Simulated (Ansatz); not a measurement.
`CO[AsH][SiH3]` → `[SiH3][AsH2]` + `C=O` at 298.15 K and 1 bar (β-hydride elimination).

Calculated with Ansatz (gas phase, PBE0-D4/def2-TZVP geometries, no zero-point term in ΔE). CCSD(T)/CBS is the MP2 limit (def2-TZVPP, def2-QZVPP) plus CCSD(T) − MP2 in def2-TZVPP, frozen cores. This one scheme is used for every species. For As outer-core shells are correlated without core-valence functions, which leaves a few kJ/mol of doubt a bond. Scalar relativity is left out up to krypton. One conformer a species, not always the lowest.

| species | CCSD(T)/CBS energy (Eh) | H − E (kJ/mol) | S (J/(mol·K)) |
| --- | --- | --- | --- |
| `CO[AsH][SiH3]` | -2641.50192 | 218.5 | 366.7 |
| `[SiH3][AsH2]` | -2527.08228 | 120.7 | 293.4 |
| `C=O` | -114.39408 | 80.1 | 218.6 |

H − E and S are ideal-gas, rigid-rotor, harmonic terms from PBE0-D4/def2-TZVP, for one conformer and one mirror image of each species. 1 Eh = 2625.50 kJ/mol, R = 8.31446 J/(mol·K).

By hand: ΔE, ΔH, ΔS and ΔG.

ΔE = (-2527.08228) + (-114.39408) − (-2641.50192) = 0.02556 Eh = 67.1 kJ/mol. Δ(H − E) = 120.7 + 80.1 − 218.5 = -17.7, so ΔH = 49.4 kJ/mol. ΔS = 293.4 + 218.6 − 366.7 = 145.3 J/(mol·K). ΔG = 49.4 − 298.15 × (145.3)/1000 = 6.1 kJ/mol.

By hand: the equilibrium constant, and the temperature at which ΔG would vanish if ΔH and ΔS stayed fixed.

log₁₀ K = −ΔG/(RT ln 10) = -1.1. ΔG = 0 at ΔH/ΔS = 340 K.

The number of gas molecules changes by +1, which sets the sign of ΔS. A doubt of 5 kJ/mol in ΔE shifts log₁₀ K by 0.9 here. Other conformers and mirror images would add mixing entropy, several J/(mol·K) or more a flexible species. Modes under 60 cm⁻¹, often nearly free rotors, make the harmonic entropy too high. These are equilibria of isolated gas molecules and say nothing of rates. Largest T1 diagnostic: 0.015 (customary marks: 0.02 for closed shells, 0.045 for open ones).
